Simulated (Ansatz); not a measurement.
One change: `CC(=O)OB(F)F` becomes `CC(=O)OBCl`.

Ansatz, PBE0-D4/def2-TZVP geometries, multiplicity 1. Each molecule was computed in one conformer, which needn't be the lowest.

```json
{"property": "size of the dipole moment (B3LYP/def2-TZVPP) / D", "`CC(=O)OB(F)F`": "2.89"}
{"property": "HOMO energy (B3LYP/def2-TZVPP) / eV", "`CC(=O)OB(F)F`": "-8.43"}
{"property": "HOMO–LUMO gap (B3LYP/def2-TZVPP) / eV", "`CC(=O)OB(F)F`": "7.47"}
{"property": "LUMO energy (ωB97M-V/def2-TZVPP) / eV", "`CC(=O)OB(F)F`": "1.64"}
{"property": "HOMO energy (PBE0/def2-TZVPP) / eV", "`CC(=O)OB(F)F`": "-8.68"}
{"property": "LUMO energy (B3LYP/def2-TZVPP) / eV", "`CC(=O)OB(F)F`": "-0.95"}
```

Q: Give the same properties after the change, and the shifts. (An estimate is asked.)

A: Computed: 
```csv
property,`CC(=O)OBCl`,shift
size of the dipole moment (B3LYP/def2-TZVPP) / D,2.37,-0.52
HOMO energy (B3LYP/def2-TZVPP) / eV,-8.28,0.15
HOMO–LUMO gap (B3LYP/def2-TZVPP) / eV,6.79,-0.68
LUMO energy (ωB97M-V/def2-TZVPP) / eV,0.87,-0.77
HOMO energy (PBE0/def2-TZVPP) / eV,-8.54,0.14
LUMO energy (B3LYP/def2-TZVPP) / eV,-1.49,-0.54
```

With PBE0 the HOMO rises by 0.14 eV and the LUMO falls by 0.61 eV, so the gap narrows by about 0.75 eV. PBE moves the HOMO by 0.08 eV and ωB97M-V by 0.19 eV. Dipoles are sizes alone; their direction can turn.

B3LYP here is the variant with VWN-RPA as its local correlation; programs differ in this.
